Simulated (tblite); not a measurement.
Start geometry of `CC[P@+](C)(N)N([SiH3])[SiH3]` from a force field or distance geometry (Å):
```
atom  x, y, z in Å
C1    -2.7852   -0.5139   -0.3386
C2    -1.3973   -1.0382   -0.6186
P3    -0.2539    0.2286    0.0471
C4    -0.7483    0.5222    1.7461
N5    -0.6595    1.6980   -0.8402
N6     1.3762   -0.1077   -0.2230
Si7    2.4874    1.2263   -0.4156
Si8    2.0172   -1.6582    0.2074
H9    -2.9099   -0.3099    0.7544
H10   -2.8585    0.4723   -0.8382
H11   -3.5828   -1.2175   -0.6597
H12   -1.2410   -1.1992   -1.6906
H13   -1.2687   -1.9712   -0.0135
H14   -1.3403   -0.3596    2.1190
H15   -1.4751    1.3769    1.7499
H16    0.0946    0.7484    2.4394
H17   -0.8958    1.3984   -1.8251
H18    0.2487    2.2201   -0.9253
H19    3.8901    0.7641   -0.4040
H20    2.2082    1.8762   -1.7065
H21    2.3179    2.2909    0.6104
H22    1.4573   -2.6786   -0.7178
H23    3.4767   -1.6564   -0.0390
H24    1.8301   -2.0925    1.5895
```

**Question.** What comes out of this run: tblite, GFN2-xTB geometry optimisation, gas phase?

**Answer.** 
```
atom  x, y, z in Å
C1    -2.7745   -0.6253   -0.3894
C2    -1.3076   -1.0109   -0.5450
P3    -0.2096    0.3048    0.0605
C4    -0.5480    0.7145    1.7896
N5    -0.6589    1.6484   -0.7819
N6     1.3718   -0.1187   -0.1439
Si7    2.5279    1.1926   -0.4867
Si8    1.8393   -1.8218    0.1156
H9    -3.0515   -0.5513    0.6589
H10   -2.9824    0.3261   -0.8726
H11   -3.4028   -1.3852   -0.8470
H12   -1.0575   -1.1744   -1.5974
H13   -1.0900   -1.9326   -0.0022
H14   -0.4419   -0.1751    2.4074
H15   -1.5584    1.1078    1.8800
H16    0.1657    1.4642    2.1290
H17   -0.5911    1.5931   -1.7900
H18   -0.3420    2.5438   -0.4355
H19    3.8345    0.6305   -0.2126
H20    2.3028    1.5719   -1.8826
H21    2.1711    2.2959    0.4140
H22    1.4225   -2.5373   -1.0892
H23    3.2738   -1.7822    0.3288
H24    1.0951   -2.2589    1.2997
```

The energy falls by 0.947 eV over 105 L-BFGS steps, the largest force on an atom goes from 2.40 to 0.009 eV/Å, and the atoms move by 0.419 Å rms after alignment. The bond that changes most is P3–N5 (ends: phosphorus bonded to 2 C and 2 N; nitrogen bonded to P and 2 H), which shortens by 0.116 Å. Bonds longer at the end by more than 0.005 Å: 4 of 23; shorter: 17. Among the angles that change most is P3–N5–H18, from 104.8° to 117.5°. Among the dihedrals that turn most is C4–P3–N5–H18, from 100° to 47°. Rotational constants go from 1638, 870.2, 699.3 to 1545, 909.4, 711.4 MHz. The orientation of the end geometry is arbitrary; only internal coordinates are fixed.

The run took 1.2 s on one thread, Arm Neoverse V1 (aarch64), no GPU (shared host).

Its GFN2-xTB frequencies are all real (lowest 21 cm⁻¹).

One conformer stands for the species.

The numbers are calculated, not measured.
